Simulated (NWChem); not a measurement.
System: CHClF$_{2}$; SMILES FC(F)Cl

Here is an NWChem input.

```
start job
memory heap 200 mb stack 900 mb global 1100 mb
geometry units angstroms noautoz
  F     -0.144391     1.032874     1.079018
  C      0.364219     0.447702     0.000000
  F     -0.144391     1.032874    -1.079018
  Cl    -0.053378    -1.271320     0.000000
  H      1.461076     0.542661     0.000000
end
basis spherical
  * library def2-tzvpd
end
dft
  xc m06-2x
  iterations 150
  semidirect filesize 400000000
  mulliken
end
task dft energy
```

Output (shortened):

```
             Northwest Computational Chemistry Package (NWChem) 7.3.0
             --------------------------------------------------------

 CS  symmetry detected

                             Geometry "geometry" -> ""
                             -------------------------

 Output coordinates in angstroms (scale by  1.889725989 to convert to a.u.)

  No.       Tag          Charge          X              Y              Z
 ---- ---------------- ---------- -------------- -------------- --------------
    1 F                    9.0000    -0.14204313    -1.02871788     1.07901800
    2 C                    6.0000     0.36332721    -0.44074576     0.00000000
    3 F                    9.0000    -0.14204313    -1.02871788    -1.07901800
    4 Cl                  17.0000    -0.06375758     1.27594364     0.00000000
    5 H                    1.0000     1.46069194    -0.52964537     0.00000000

 Effective nuclear repulsion energy (a.u.)     168.4539071105

      Symmetry information
      --------------------

 Group name             Cs
 Group number              2
 Group order               2
 No. of unique centers     4

                                 NWChem DFT Module
                                 -----------------

 Summary of "ao basis" -> "ao basis" (spherical)
 ------------------------------------------------------------------------------
       Tag                 Description            Shells   Functions and Types
 ---------------- ------------------------------  ------  ---------------------
 F                         def2-tzvpd               14       40   6s4p3d1f
 C                         def2-tzvpd               13       37   6s3p3d1f
 Cl                        def2-tzvpd               16       46   6s6p3d1f
 H                         def2-tzvpd                5        9   3s2p

      Symmetry analysis of basis
      --------------------------

        a'        103
        a"         69

            General Information
            -------------------
          SCF calculation type: DFT
          Wavefunction type:  closed shell.
          No. of atoms     :     5
          No. of electrons :    42
           Alpha electrons :    21
            Beta electrons :    21
          Charge           :     0
          Spin multiplicity:     1
          Use of symmetry is: on ; symmetry adaption is: on
          Maximum number of iterations: 150
          AO basis - number of functions:   172
                     number of shells:    62
          Convergence on energy requested:  1.00D-06
          Convergence on density requested:  1.00D-05
          Convergence on gradient requested:  5.00D-04

              XC Information
              --------------
                       M06-2X Method XC Functional
                     Hartree-Fock (Exact) Exchange  0.540
                        M06-2X Exchange Functional  1.000
                      M06-2X Correlation Potential  1.000

             Grid Information
             ----------------
          Grid used for XC integration:  medium
          Radial quadrature: Mura-Knowles
          Angular quadrature: Lebedev.
          Tag              B.-S. Rad. Rad. Pts. Rad. Cut. Ang. Pts.
          ---              ---------- --------- --------- ---------
          F                   0.50       49          12.0       434
          C                   0.70       49          11.0       434
          Cl                  1.00       88          11.0       590
          H                   0.35       45          11.0       434
          Grid pruning is: on
          Number of quadrature shells:   231
          Spatial weights used:  Erf1

      Superposition of Atomic Density Guess
      -------------------------------------

 Sum of atomic energies:        -696.48556624

      Non-variational initial energy
      ------------------------------

 Total energy =    -697.582190
 1-e energy   =   -1299.889815
 2-e energy   =     433.853718
 HOMO         =      -0.402901
 LUMO         =       0.057376

      Symmetry analysis of molecular orbitals - initial
      -------------------------------------------------

  Numbering of irreducible representations:

     1 a'          2 a"

  Orbital symmetries:

     1 a'          2 a'          3 a"          4 a'          5 a'
     6 a'          7 a'          8 a"          9 a'         10 a"
    11 a'         12 a'         13 a'         14 a"         15 a'
    16 a"         17 a"         18 a'         19 a'         20 a"
    21 a'         22 a'         23 a'         24 a'         25 a"
    26 a'         27 a"         28 a'         29 a'         30 a"
    31 a'

------------------------------------------------------------
EAF file 0: "./job.aoints.0" size=339214336 bytes
------------------------------------------------------------
               write      read    awrite     aread      wait
               -----      ----    ------     -----      ----
     calls:      647         0         0         0         0
   data(b): 3.39e+08  0.00e+00  0.00e+00  0.00e+00
   time(s): 0.00e+00  0.00e+00  0.00e+00  0.00e+00  0.00e+00
rate(mb/s): 0.00e+00  0.00e+00
------------------------------------------------------------

     ---------------------------------------------
      Total Density - Mulliken Population Analysis
     ---------------------------------------------

    Atom       Charge   Shell Charges
 -----------   ------   -------------------------------------------------------
    1 F    9     9.38   0.77  1.20  0.61  1.00  0.31  0.00  2.33  2.31  0.82  0.01  0.00  0.01  0.00  0.00
    2 C    6     4.89   0.85  1.13  0.48  0.60  0.01  0.02  0.77  0.85 -0.03  0.04  0.17 -0.02  0.02
    3 F    9     9.38   0.77  1.20  0.61  1.00  0.31  0.00  2.33  2.31  0.82  0.01  0.00  0.01  0.00  0.00
    4 Cl  17    17.41   2.01  0.45  1.52  1.10  0.87  0.03  4.19  1.69  1.11  2.90  1.49  0.03  0.01  0.02  0.00  0.00
    5 H    1     0.95   0.25  0.47  0.19  0.02  0.03

   convergence    iter        energy       DeltaE   RMS-Dens  Diis-err
 ---------------- ----- ----------------- --------- --------- ---------
 d= 0,ls=0.0,diis     1   -698.4690095922 -8.67D+02  6.46D-03  1.68D+00
 d= 0,ls=0.0,diis     2   -698.4438838161  2.51D-02  2.92D-03  1.94D+00
 d= 0,ls=0.0,diis     3   -698.6080112883 -1.64D-01  4.93D-04  2.18D-02
 d= 0,ls=0.0,diis     4   -698.6095702905 -1.56D-03  1.20D-04  2.17D-03
 d= 0,ls=0.0,diis     5   -698.6097208064 -1.51D-04  4.23D-05  1.37D-04
  Resetting Diis
 d= 0,ls=0.0,diis     6   -698.6097351728 -1.44D-05  1.75D-05  9.48D-06
 d= 0,ls=0.0,diis     7   -698.6097364933 -1.32D-06  3.24D-06  1.81D-07
 d= 0,ls=0.0,diis     8   -698.6097365223 -2.90D-08  9.65D-07  6.69D-08

         Total DFT energy =     -698.609736522334
      One electron energy =    -1300.600756171156
           Coulomb energy =      488.441747401645
    Exchange-Corr. energy =      -54.904634863279
 Nuclear repulsion energy =      168.453907110455

 Numeric. integr. density =       42.000000029910

                  Occupations of the irreducible representations
                  ----------------------------------------------

                     irrep           alpha         beta
                     --------     --------     --------
                     a'               14.0         14.0
                     a"                7.0          7.0

                       DFT Final Molecular Orbital Analysis
                       ------------------------------------

 Vector   19  Occ=2.000000D+00  E=-4.581193D-01  Symmetry=a'
              MO Center=  1.7D-01,  1.4D-02,  6.8D-15, r^2= 2.5D+00
   Bfn.  Coefficient  Atom+Function         Bfn.  Coefficient  Atom+Function
  ----- ------------  ---------------      ----- ------------  ---------------
   134      0.340016  4 Cl py                45      0.226344  2 C  s
   137      0.187973  4 Cl py                 7     -0.172131  1 F  px
    84     -0.172131  3 F  px               131      0.167768  4 Cl py
     8      0.159427  1 F  py                85      0.159427  3 F  py
    47      0.156698  2 C  px               165      0.156291  5 H  s

 Vector   20  Occ=2.000000D+00  E=-4.093901D-01  Symmetry=a"
              MO Center= -5.0D-02,  1.1D+00,  4.2D-15, r^2= 1.5D+00
   Bfn.  Coefficient  Atom+Function         Bfn.  Coefficient  Atom+Function
  ----- ------------  ---------------      ----- ------------  ---------------
   135      0.533735  4 Cl pz               138      0.348050  4 Cl pz
   132      0.261871  4 Cl pz               126     -0.202272  4 Cl pz
   129     -0.099979  4 Cl pz                 8     -0.096140  1 F  py
    85      0.096140  3 F  py                11     -0.081131  1 F  py
    88      0.081131  3 F  py                14     -0.053217  1 F  py

 Vector   21  Occ=2.000000D+00  E=-4.054231D-01  Symmetry=a'
              MO Center=  2.7D-03,  1.1D+00, -5.4D-15, r^2= 1.6D+00
   Bfn.  Coefficient  Atom+Function         Bfn.  Coefficient  Atom+Function
  ----- ------------  ---------------      ----- ------------  ---------------
   133      0.516103  4 Cl px               136      0.350159  4 Cl px
   130      0.255249  4 Cl px               124     -0.196428  4 Cl px
   166     -0.107432  5 H  s                165     -0.099984  5 H  s
   127     -0.097261  4 Cl px               134      0.087234  4 Cl py
    47     -0.078337  2 C  px               164     -0.065043  5 H  s

 Vector   22  Occ=0.000000D+00  E= 1.203805D-02  Symmetry=a'
              MO Center=  1.5D+00, -3.6D-01, -2.9D-13, r^2= 9.5D+00
   Bfn.  Coefficient  Atom+Function         Bfn.  Coefficient  Atom+Function
  ----- ------------  ---------------      ----- ------------  ---------------
    45      3.987037  2 C  s                 46      3.927192  2 C  s
   166     -3.505288  5 H  s                  6     -1.600715  1 F  s
    83     -1.600715  3 F  s                123     -1.036502  4 Cl s
   170      0.836769  5 H  px                53      0.777915  2 C  px
    54     -0.526527  2 C  py               140      0.526673  4 Cl py

 Vector   23  Occ=0.000000D+00  E= 1.931099D-02  Symmetry=a'
              MO Center= -4.1D-01,  2.7D+00,  2.8D-16, r^2= 8.2D+00
   Bfn.  Coefficient  Atom+Function         Bfn.  Coefficient  Atom+Function
  ----- ------------  ---------------      ----- ------------  ---------------
    46      2.612321  2 C  s                123     -1.847423  4 Cl s
   166      1.735907  5 H  s                140      1.562531  4 Cl py
    53     -0.992418  2 C  px                 6     -0.667256  1 F  s
    83     -0.667256  3 F  s                 45     -0.508018  2 C  s
   170     -0.474406  5 H  px               137      0.425221  4 Cl py

 Vector   24  Occ=0.000000D+00  E= 3.905664D-02  Symmetry=a'
              MO Center= -4.1D-01, -4.2D-02,  2.3D-12, r^2= 1.4D+01
   Bfn.  Coefficient  Atom+Function         Bfn.  Coefficient  Atom+Function
  ----- ------------  ---------------      ----- ------------  ---------------
   166      4.128893  5 H  s                 53     -2.090812  2 C  px
     6     -1.999863  1 F  s                 83     -1.999863  3 F  s
    46      1.385705  2 C  s                 45     -1.345236  2 C  s
   170     -0.958345  5 H  px               139     -0.918080  4 Cl px
    70     -0.546040  2 C  d  2              68      0.505442  2 C  d  0

------------------------------------------------------------
EAF file 0: "./job.aoints.0" size=421527552 bytes
------------------------------------------------------------
               write      read    awrite     aread      wait
               -----      ----    ------     -----      ----
     calls:      804         7         0      5621      5621
   data(b): 4.22e+08  3.67e+06  0.00e+00  2.95e+09
   time(s): 0.00e+00  0.00e+00  0.00e+00  0.00e+00  0.00e+00
rate(mb/s): 0.00e+00  0.00e+00
------------------------------------------------------------

     ---------------------------------------------
      Total Density - Mulliken Population Analysis
     ---------------------------------------------

    Atom       Charge   Shell Charges
 -----------   ------   -------------------------------------------------------
    1 F    9     9.22   0.77  1.20  0.62  0.95  0.40  0.02  2.27  2.14  0.81  0.02  0.00  0.01 -0.01  0.00
    2 C    6     5.52   0.85  1.12  0.53  0.63 -0.02  0.01  1.15  1.03 -0.07  0.05  0.24 -0.04  0.03
    3 F    9     9.22   0.77  1.20  0.62  0.95  0.40  0.02  2.27  2.14  0.81  0.02  0.00  0.01 -0.01  0.00
    4 Cl  17    17.19   2.01  0.43  1.53  1.13  0.84  0.02  4.20  1.66  1.15  2.74  1.41  0.03  0.01  0.03  0.00  0.00
    5 H    1     0.86   0.28  0.46  0.08  0.02  0.03

     -------------------------------------------
      Total Density - Lowdin Population Analysis
     -------------------------------------------

    Atom       Charge   Shell Charges
 -----------   ------   -------------------------------------------------------
    1 F    9     8.98   0.86  1.10  0.58  0.64  0.30  0.09  2.12  2.11  0.81  0.13  0.00  0.02  0.22  0.00
    2 C    6     6.82   0.91  1.03  0.33  0.24  0.13  0.08  0.99  1.05  0.40  0.08  0.85  0.54  0.19
    3 F    9     8.98   0.86  1.10  0.58  0.64  0.30  0.09  2.12  2.11  0.81  0.13  0.00  0.02  0.22  0.00
    4 Cl  17    16.34   1.98  0.84  1.14  0.82  0.55  0.14  3.94  1.89  1.25  2.35  1.16  0.10  0.01  0.05  0.12  0.01
    5 H    1     0.88   0.25  0.33  0.11  0.05  0.14

     Multipole analysis of the density
     ---------------------------------

     L   x y z        total         alpha         beta         nuclear
     -   - - -        -----         -----         ----         -------
     0   0 0 0     -0.000000    -21.000000    -21.000000     42.000000

     1   1 0 0      0.570355      0.285178      0.285178     -0.000000
     1   0 1 0     -0.010084     -0.005042     -0.005042     -0.000000
     1   0 0 1      0.000000      0.000000      0.000000      0.000000

     2   2 0 0    -19.793234    -15.892325    -15.892325     11.991416
     2   1 1 0     -1.014127      0.362892      0.362892     -1.739912
     2   1 0 1     -0.000000     -0.000000     -0.000000      0.000000
     2   0 2 0    -21.504484    -96.763648    -96.763648    172.022813
     2   0 1 1     -0.000000     -0.000000     -0.000000      0.000000
     2   0 0 2    -22.508179    -48.673553    -48.673553     74.838928
```

Level: M06-2X/def2-TZVPD. All runs use the structure optimised with PBE0/def2-SVP.
